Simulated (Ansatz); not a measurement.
dichloromethane (CH2Cl2), singlet, geometry from GFN2-xTB. Base run: MP2/pcseg-1 (Ansatz, a first-principles code).

Input for Ansatz:
Ansatz 0.2 input:
```yaml
crystal:
  periodic: [false, false, false]
  atoms:
    - {symbol: C, position_ang: [-0.01277935, 0.00575548, 0.78091376]}
    - {symbol: Cl, position_ang: [0.02591339, 1.46008427, -0.22991785]}
    - {symbol: Cl, position_ang: [-0.01872900, -1.46331993, -0.20910236]}
    - {symbol: H, position_ang: [-0.92568470, 0.02391950, 1.37405321]}
    - {symbol: H, position_ang: [0.88022607, -0.00344613, 1.40380793]}
basis:
  gaussian:
    orbitals: pcseg-1.json
magnetization: {spin_polarized: false}
correlation: {method: mp2}
```
The basis file holds pcseg-1 in the JSON format of the Basis Set Exchange.

Variants of this job, named by their change:

| change | ΔE vs base (kcal/mol) | MP2 correlation (Eh) | basis functions |
|---|---|---|---|
| base | 0.000 | -0.40794 | 60 |
| method = rpa | -35.17 | - | 60 |
| electrons = outside_noble_gas | 0.000 | -0.40794 | 60 |
| method = ccsd_t | -28.28 | -0.40794 | 60 |
| lower_state_search = off | 0.000 | -0.40794 | 60 |
| accuracy = high | -0.008 | -0.40794 | 60 |
| method = ccsd | -21.02 | -0.40794 | 60 |
| fitting = cc-pVTZ-JKFIT (mean field), cc-pVTZ-RIFIT (correlation) | 0.044 | -0.40791 | 60 |
| method = bccd_t | -28.31 | -0.40794 | 60 |
| electrons = all | -7.96 | -0.42062 | 60 |
